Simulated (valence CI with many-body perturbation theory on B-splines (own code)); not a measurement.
## Which ion has this spectrum?

A relativistic CI+MBPT calculation for an atom or ion with 33 electrons gives these levels (eV):

| J | Parity | E | g |
| --- | --- | --- | --- |
| 3/2 | odd | 0.00 | 1.43 |
| 3/2 | odd | 26.00 | 1.42 |
| 5/2 | odd | 29.88 | 1.20 |
| 1/2 | odd | 34.81 | 0.66 |
| 3/2 | odd | 61.34 | 1.28 |
| 5/2 | even | 88.94 | 1.52 |
| 3/2 | even | 98.01 | 1.18 |
| 1/2 | even | 100.07 | 2.27 |
| 3/2 | even | 108.15 | 0.86 |
| 5/2 | even | 115.92 | 1.18 |
| 3/2 | even | 118.44 | 1.38 |
| 5/2 | even | 123.14 | 1.27 |
| 1/2 | even | 127.48 | 1.01 |
| 3/2 | even | 127.76 | 1.04 |

The energies are calculated, and their last digits are not significant.

(1) Which is it?
A. Eu30+
B. La24+
C. Nd27+
D. Ce25+

Results:

(1) C. Nd27+, ground level (4s^2 4p1/2^2 4p3/2) J=3/2.
